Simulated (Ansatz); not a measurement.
A structure relaxed at PBE0-D4/def2-TZVP, charge 0, multiplicity 1:

```json
{"atom": "C1", "x (Å)": "-1.829", "y (Å)": "1.928", "z (Å)": "-0.572"}
{"atom": "N2", "x (Å)": "-0.981", "y (Å)": "1.315", "z (Å)": "0.093"}
{"atom": "B3", "x (Å)": "-0.056", "y (Å)": "0.634", "z (Å)": "0.822"}
{"atom": "C4", "x (Å)": "1.171", "y (Å)": "-0.078", "z (Å)": "0.148"}
{"atom": "Si5", "x (Å)": "0.806", "y (Å)": "-1.898", "z (Å)": "-0.120"}
{"atom": "H6", "x (Å)": "-1.742", "y (Å)": "3.003", "z (Å)": "-0.761"}
{"atom": "H7", "x (Å)": "-2.702", "y (Å)": "1.422", "z (Å)": "-0.996"}
{"atom": "H8", "x (Å)": "-0.249", "y (Å)": "0.569", "z (Å)": "2.005"}
{"atom": "H9", "x (Å)": "2.051", "y (Å)": "-0.020", "z (Å)": "0.796"}
{"atom": "H10", "x (Å)": "1.427", "y (Å)": "0.355", "z (Å)": "-0.823"}
{"atom": "H11", "x (Å)": "-0.326", "y (Å)": "-2.066", "z (Å)": "-1.071"}
{"atom": "H12", "x (Å)": "1.991", "y (Å)": "-2.604", "z (Å)": "-0.682"}
{"atom": "H13", "x (Å)": "0.438", "y (Å)": "-2.560", "z (Å)": "1.161"}
```

Question: Give its formula and SMILES.

Answer: C2H8BNSi, `C=NBC[SiH3]`.

Question: Point group (tolerance 0.08 Å, 0.16 Å for H)?

Answer: C1.

Question: Summarise the bond lengths by kind.

Answer: 1 × C–N 1.240 Å; 4 × C–H 1.094 to 1.095 Å; 1 × B–N 1.360 Å; 1 × B–C 1.570 Å; 1 × B–H 1.200 Å; 1 × C–Si 1.876 Å; 3 × H–Si 1.488 to 1.489 Å.

Computed with Ansatz.
